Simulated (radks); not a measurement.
Results of a calculation; reference values are marked as such.
Question: All-electron atom: the samarium ion Sm2+ in [Xe] 4f6 (the NIST ground configuration). Code: a radial shooting solver on a logarithmic mesh with Libxc functionals. Model: scalar-relativistic Kohn-Sham, PBEsol, spin-unpolarised, spherical densities, point nucleus. Some entries of the table are withheld. Estimate them.

| orbital | occ. | eigenvalue (eV) | <r> (bohr) |
|---|---|---|---|
| 1s | 2 | -46673.52 | 0.02275 |
| 2s | 2 | -7638.272 | 0.09703 |
| 2p | 6 | (1) | 0.08549 |
| 3s | 2 | -1683.539 | 0.2550 |
| 3p | 6 | -1426.443 | (2) |
| 3d | 10 | -1078.284 | 0.2310 |
| 4s | 2 | -344.8611 | 0.5793 |
| 4p | 6 | -260.3806 | 0.6135 |
| 4d | 10 | -141.9072 | 0.6711 |
| 5s | 2 | (3) | (4) |
| 5p | 6 | -36.5515 | (5) |
| 4f | 6 | -15.7370 | 0.9917 |

Answer: 
(1) 2p eigenvalue (eV): -6815.707
(2) 3p <r> (bohr): 0.2534
(3) 5s eigenvalue (eV): -56.6815
(4) 5s <r> (bohr): 1.407
(5) 5p <r> (bohr): 1.646
